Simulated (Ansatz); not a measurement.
`CCCO` + `[SH][GeH3]` → `OC[S][GeH3]` + `CC`  (substitution at a C–C bond)

Program: Ansatz. Geometries: PBE0-D4/def2-TZVP. ΔE: electronic, gas phase. CBS: MP2 limit from def2 TZ/QZ plus the TZ coupled-cluster correction, frozen cores. This one scheme is used for every species. Functionals use def2-TZVPP. For Ge outer-core shells are correlated without core-valence functions, which leaves a few kJ/mol of doubt a bond. Scalar relativity is left out up to krypton. Each species was taken in one conformer, which may not be the lowest.

`CCCO`:

```xyz
12

C     0.286    0.642    1.353
C    -0.507    0.204    0.134
C     0.309   -0.665   -0.802
O    -0.424   -1.130   -1.915
H     1.174    1.213    1.066
H    -0.313    1.273    2.012
H     0.622   -0.220    1.935
H    -0.860    1.087   -0.415
H    -1.400   -0.352    0.436
H     1.210   -0.122   -1.123
H     0.649   -1.562   -0.276
H    -0.744   -0.367   -2.403
```

`[SH][GeH3]`:

Cartesian coordinates in Å:
```
S 0.860 -1.491 0.041
Ge -0.415 0.326 0.176
H 1.683 -0.976 -0.887
H -1.059 0.632 -1.185
H 0.417 1.532 0.641
H -1.487 -0.023 1.214
```

`OC[S][GeH3]`:

Cartesian coordinates in Å:
```
O -1.019 1.770 -0.531
C -1.348 0.430 -0.357
S -0.732 -0.322 1.195
Ge 1.307 -0.888 0.543
H -0.062 1.857 -0.567
H -2.434 0.379 -0.284
H -1.026 -0.195 -1.197
H 2.025 -1.460 1.769
H 2.060 0.354 0.022
H 1.229 -1.924 -0.592
```

`CC`:

Z-matrix (Å, degrees):
```
C
C 1 1.519
H 1 1.093 2 111.4
H 1 1.093 2 111.4 3 120.0
H 1 1.093 2 111.4 3 -120.0
H 2 1.093 1 111.4 3 180.0
H 2 1.093 1 111.4 3 -60.0
H 2 1.093 1 111.4 3 60.0
```

```json
{"level": "r2SCAN-D4", "ΔE (eV)": "0.07"}
{"level": "B2PLYP", "ΔE (eV)": "0.11"}
{"level": "PBE", "ΔE (eV)": "0.05"}
{"level": "CCSD(T)/def2-TZVPP", "ΔE (eV)": "0.15"}
```

(1) What does CCSD(T)/CBS give? (Estimate.)

Largest T1 diagnostic among the species: 0.012.

## Answers

(1) Computed: +0.12 eV. The listed levels differ from it by -0.05, -0.01, -0.07, 0.03 eV.

In def2-TZVPP, CCSD(T) changes the Hartree–Fock value by −0.08 eV (the triples alone add −0.03 eV) and MP2 by −0.11 eV. From PBE to PBE0 (25 % exact exchange), in def2-TZVPP and without D4, ΔE moves by +0.06 eV.
